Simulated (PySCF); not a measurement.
CH$_{3}$Li, charge -1, doublet, at a GFN2-xTB geometry (such geometries of metal compounds can be far from the true shape) (a state made from the parent by changing its charge; the spin is typed, not shown lowest); R2SCAN/def2-SVP run with PySCF.

Input for PySCF:
```python
from pyscf import gto, scf, dft

mol = gto.Mole()
mol.atom = '''
    Li   -1.206621   -0.717232   -1.058286
    C     0.292000    0.173569    0.256103
    H     0.880014   -0.551429    0.877152
    H    -0.103495    0.893462    1.019269
    H     1.091342    0.768250   -0.258183
'''
mol.basis = 'def2-svp'
mol.charge = -1
mol.spin = 1
mol.verbose = 4
mol.build()

mf = dft.UKS(mol)
mf.xc = 'r2scan'
mf.diis = False
mf.max_cycle = 100
mf.kernel()
```

Question: Write the output that PySCF gives for this input, abridged.

Answer: 
```
PySCF version 2.14.0

[INPUT] verbose = 4
[INPUT] num. atoms = 5
[INPUT] num. electrons = 13
[INPUT] charge = -1
[INPUT] spin (= nelec alpha-beta = 2S) = 1
[INPUT] symmetry False subgroup None
[INPUT] Mole.unit = angstrom
[INPUT] Symbol           X                Y                Z      unit          X                Y                Z       unit  Magmom
[...]
nuclear repulsion = 15.4340644966203
number of shells = 20
number of NR pGTOs = 61
number of NR cGTOs = 38
basis = def2-svp
ecp = {}

******** <class 'pyscf.dft.uks.UKS'> ********
method = UKS
initial guess = minao
damping factor = 0
level_shift factor = 0
DIIS disabled
SCF conv_tol = 1e-09
SCF conv_tol_grad = None
SCF max_cycles = 100
direct_scf = True
direct_scf_tol = 1e-13
number electrons alpha = 7  beta = 6
XC library pyscf.dft.libxc version 7.1.2
    S. Lehtola, C. Steigemann, M. J. T. Oliveira, and M. A. L. Marques,  SoftwareX 7, 1–5 (2018)
XC functionals = r2scan
    J. W. Furness, A. D. Kaplan, J. Ning, J. P. Perdew, and J. Sun,  J. Phys. Chem. Lett. 11, 8208–8215 (2020)
    J. W. Furness, A. D. Kaplan, J. Ning, J. P. Perdew, and J. Sun,  J. Phys. Chem. Lett. 11, 9248–9248 (2020)
    J. W. Furness, A. D. Kaplan, J. Ning, J. P. Perdew, and J. Sun,  J. Phys. Chem. Lett. 11, 8208–8215 (2020)
    J. W. Furness, A. D. Kaplan, J. Ning, J. P. Perdew, and J. Sun,  J. Phys. Chem. Lett. 11, 9248–9248 (2020)
radial grids:
    Treutler-Ahlrichs [JCP 102, 346 (1995); DOI:10.1063/1.469408] (M4) radial grids

becke partition: Becke, JCP 88, 2547 (1988); DOI:10.1063/1.454033
pruning grids: <function nwchem_prune>
grids dens level: 3
symmetrized grids: False
atomic radii adjust function: <function treutler_atomic_radii_adjust>
small_rho_cutoff = 0
Set gradient conv threshold to 3.16228e-05
tot grids = 57264
init E= -47.0823117633542

cycle= 1 E= -47.2063682109714  delta_E= -0.124  |g|= 0.402  |ddm|= 1.32
cycle= 2 E= -46.4432449802747  delta_E= 0.763  |g|= 0.88  |ddm|=  6.4
cycle= 3 E= -45.317648410629  delta_E= 1.13  |g|=  1.7  |ddm|= 7.08
cycle= 4 E= -40.4140906396681  delta_E=  4.9  |g|= 1.67  |ddm|= 12.5
cycle= 5 E= -42.9930677052463  delta_E= -2.58  |g|=  2.4  |ddm|= 12.5
cycle= 6 E= -37.3547399212503  delta_E= 5.64  |g|= 1.41  |ddm|= 13.3
cycle= 7 E= -42.7616697887418  delta_E= -5.41  |g|= 2.47  |ddm|= 13.3
cycle= 8 E= -37.0246575349322  delta_E= 5.74  |g|= 1.39  |ddm|= 13.7
cycle= 9 E= -42.8445189241584  delta_E= -5.82  |g|= 2.45  |ddm|= 13.7
[...]

cycle= 68 E= -31.1174432621394  delta_E= 2.56  |g|= 1.94  |ddm|= 12.5

cycle= 69 E= -33.6756773245287  delta_E= -2.56  |g|= 2.84  |ddm|= 12.5

cycle= 70 E= -31.117443487577  delta_E= 2.56  |g|= 1.94  |ddm|= 12.5

cycle= 71 E= -33.6756760323862  delta_E= -2.56  |g|= 2.84  |ddm|= 12.5

cycle= 72 E= -31.1174437181761  delta_E= 2.56  |g|= 1.94  |ddm|= 12.5

cycle= 73 E= -33.6756747265382  delta_E= -2.56  |g|= 2.84  |ddm|= 12.5

cycle= 74 E= -31.1174439529247  delta_E= 2.56  |g|= 1.94  |ddm|= 12.5

cycle= 75 E= -33.675673416385  delta_E= -2.56  |g|= 2.84  |ddm|= 12.5

cycle= 76 E= -31.1174441906029  delta_E= 2.56  |g|= 1.94  |ddm|= 12.5

cycle= 77 E= -33.6756721137019  delta_E= -2.56  |g|= 2.84  |ddm|= 12.5

cycle= 78 E= -31.117444429677  delta_E= 2.56  |g|= 1.94  |ddm|= 12.5

cycle= 79 E= -33.6756708331843  delta_E= -2.56  |g|= 2.84  |ddm|= 12.5

cycle= 80 E= -31.117444668103  delta_E= 2.56  |g|= 1.94  |ddm|= 12.5

cycle= 81 E= -33.6756695931677  delta_E= -2.56  |g|= 2.84  |ddm|= 12.5

cycle= 82 E= -31.1174449032506  delta_E= 2.56  |g|= 1.94  |ddm|= 12.5

cycle= 83 E= -33.6756684164471  delta_E= -2.56  |g|= 2.84  |ddm|= 12.5

cycle= 84 E= -31.117445131936  delta_E= 2.56  |g|= 1.94  |ddm|= 12.5

cycle= 85 E= -33.6756673314156  delta_E= -2.56  |g|= 2.84  |ddm|= 12.5

cycle= 86 E= -31.1174453500719  delta_E= 2.56  |g|= 1.94  |ddm|= 12.5

cycle= 87 E= -33.6756663734137  delta_E= -2.56  |g|= 2.84  |ddm|= 12.5

cycle= 88 E= -31.1174455525169  delta_E= 2.56  |g|= 1.94  |ddm|= 12.5

cycle= 89 E= -33.6756655861938  delta_E= -2.56  |g|= 2.84  |ddm|= 12.5

cycle= 90 E= -31.1174457328808  delta_E= 2.56  |g|= 1.94  |ddm|= 12.5

cycle= 91 E= -33.6756650239033  delta_E= -2.56  |g|= 2.84  |ddm|= 12.5

cycle= 92 E= -31.1174458828918  delta_E= 2.56  |g|= 1.94  |ddm|= 12.5

cycle= 93 E= -33.6756647538757  delta_E= -2.56  |g|= 2.84  |ddm|= 12.5

cycle= 94 E= -31.117445992256  delta_E= 2.56  |g|= 1.94  |ddm|= 12.5

cycle= 95 E= -33.6756648600603  delta_E= -2.56  |g|= 2.84  |ddm|= 12.5

cycle= 96 E= -31.1174460476746  delta_E= 2.56  |g|= 1.94  |ddm|= 12.5

cycle= 97 E= -33.6756654475421  delta_E= -2.56  |g|= 2.84  |ddm|= 12.5

cycle= 98 E= -31.1174460308838  delta_E= 2.56  |g|= 1.94  |ddm|= 12.5

cycle= 99 E= -33.6756666482436  delta_E= -2.56  |g|= 2.84  |ddm|= 12.5

cycle= 100 E= -31.1174459163156  delta_E= 2.56  |g|= 1.94  |ddm|= 12.5
SCF not converged.
SCF energy = -31.1174459163156 after 100 cycles  <S^2> = 0.75031714  2S+1 = 2.0003171
```

Convergence was not reached.
